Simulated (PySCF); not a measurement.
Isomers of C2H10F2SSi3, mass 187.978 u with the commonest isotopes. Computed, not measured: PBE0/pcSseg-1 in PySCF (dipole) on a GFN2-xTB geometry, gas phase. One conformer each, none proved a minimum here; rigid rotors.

Question: Order these by out-of-plane moment Σ m c² = (Ia + Ib − Ic)/2, largest first.
A. `[CH3:1][S:2][C:3]([F:4])([F:5])[SiH2:6][SiH2:7][SiH3:8]` with C1–S2–C3–F4 -56°, S2–C3–Si6–Si7 64°, C3–Si6–Si7–Si8 27°
B. `[F:1][C@@H:2]([CH2:3][SiH3:4])[Si@@H:5]([F:6])[S:7][SiH3:8]` with F1–C2–C3–Si4 -53°, F1–C2–Si5–F6 177°, C2–Si5–S7–Si8 48°
C. `[F:1][CH:2]([F:3])[CH2:4][S:5][SiH2:6][SiH2:7][SiH3:8]` with F1–C2–C4–S5 -80°, C2–C4–S5–Si6 174°, C4–S5–Si6–Si7 -172°, S5–Si6–Si7–Si8 53°

Answer: A (115.74 u·Å²), B (92.07 u·Å²), C (35.15 u·Å²).

Question: Order these by radius of gyration √(Σ m r²/M), largest first.
A. `[F:1][CH:2]([F:3])[CH2:4][S:5][SiH2:6][SiH2:7][SiH3:8]` with F1–C2–C4–S5 -80°, C2–C4–S5–Si6 174°, C4–S5–Si6–Si7 -172°, S5–Si6–Si7–Si8 53°
B. `[CH3:1][S:2][C:3]([F:4])([F:5])[SiH2:6][SiH2:7][SiH3:8]` with C1–S2–C3–F4 -56°, S2–C3–Si6–Si7 64°, C3–Si6–Si7–Si8 27°
C. `[F:1][C@@H:2]([CH2:3][SiH3:4])[Si@@H:5]([F:6])[S:7][SiH3:8]` with F1–C2–C3–Si4 -53°, F1–C2–Si5–F6 177°, C2–Si5–S7–Si8 48°

Answer: A (2.981 Å), C (2.416 Å), B (2.329 Å).

Question: Order these by rotational constant A, smallest first.
A. `[F:1][CH:2]([F:3])[CH2:4][S:5][SiH2:6][SiH2:7][SiH3:8]` with F1–C2–C4–S5 -80°, C2–C4–S5–Si6 174°, C4–S5–Si6–Si7 -172°, S5–Si6–Si7–Si8 53°
B. `[CH3:1][S:2][C:3]([F:4])([F:5])[SiH2:6][SiH2:7][SiH3:8]` with C1–S2–C3–F4 -56°, S2–C3–Si6–Si7 64°, C3–Si6–Si7–Si8 27°
C. `[F:1][C@@H:2]([CH2:3][SiH3:4])[Si@@H:5]([F:6])[S:7][SiH3:8]` with F1–C2–C3–Si4 -53°, F1–C2–Si5–F6 177°, C2–Si5–S7–Si8 48°

Answer: C (1182 MHz), B (1293 MHz), A (2014 MHz).

```json
{"SMILES": "F[C@@H](C[SiH3])[Si@@H](F)S[SiH3]", "point group": "C1", "Ia (u·Å²)": "427.61", "Ib (u·Å²)": "761.68", "Ic (u·Å²)": "1005.16", "κ": "-0.53", "μa (D)": "0.94", "μb (D)": "1.03", "μc (D)": "0.75"}
{"SMILES": "FC(F)CS[SiH2][SiH2][SiH3]", "point group": "C1", "Ia (u·Å²)": "250.90", "Ib (u·Å²)": "1454.51", "Ic (u·Å²)": "1635.12", "κ": "-0.95", "μa (D)": "2.26", "μb (D)": "1.60", "μc (D)": "0.04"}
{"SMILES": "CSC(F)(F)[SiH2][SiH2][SiH3]", "point group": "C1", "Ia (u·Å²)": "390.74", "Ib (u·Å²)": "744.31", "Ic (u·Å²)": "903.56", "κ": "-0.67", "μa (D)": "0.42", "μb (D)": "0.49", "μc (D)": "0.47"}
```
